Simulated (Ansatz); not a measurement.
`CCCCCCCCSC(C)=O`. Charge 0, multiplicity 1. Geometry r2SCAN-D4/def2-SVP, basis def2-TZVP, Ansatz.

```
run  HOMO (eV)  LUMO (eV)
  A      -5.93      -1.49
  B      -6.20      -1.28
  C      -9.90       3.59
  D      -6.63      -0.90
  E      -7.13      -0.43
```

**Question.** The runs used HF, PBE, PBE0, r2SCAN, r2SCANh. Estimate which is which.

**Answer.** A PBE (0 % exact exchange); B r2SCAN (0 % exact exchange); C HF (100 % exact exchange); D r2SCANh (10 % exact exchange); E PBE0 (25 % exact exchange). Exact exchange lowers occupied and raises empty levels; among semilocal functionals meta-GGAs tend to open the gap a little, and such runs are hard to tell apart. The gap grows from 4.44 eV (PBE) to 13.49 eV (HF).
